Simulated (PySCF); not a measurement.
Ga(H)(SiH3)2 (GaH₇Si₂), SMILES [SiH3][GaH][SiH3].

Geometry: ωB97X-D3(BJ)/def2-SVP.

All values below come from PBE/def2-TZVP (PySCF).

Symmetry labels are those of the subgroup C2 that the program uses (full group C2).

Computed valence orbital energies around the gap with their symmetry:
```tsv
orbital	symmetry	energy (eV)
HOMO−7	B	-13.03
HOMO−6	A	-10.41
HOMO−5	A	-8.56
HOMO−4	B	-8.54
HOMO−3	A	-8.44
HOMO−2	B	-8.38
HOMO−1	A	-6.92
HOMO	B	-6.29
LUMO	B	-3.19
LUMO+1	A	-0.71
LUMO+2	A	-0.44
LUMO+3	B	-0.15
```
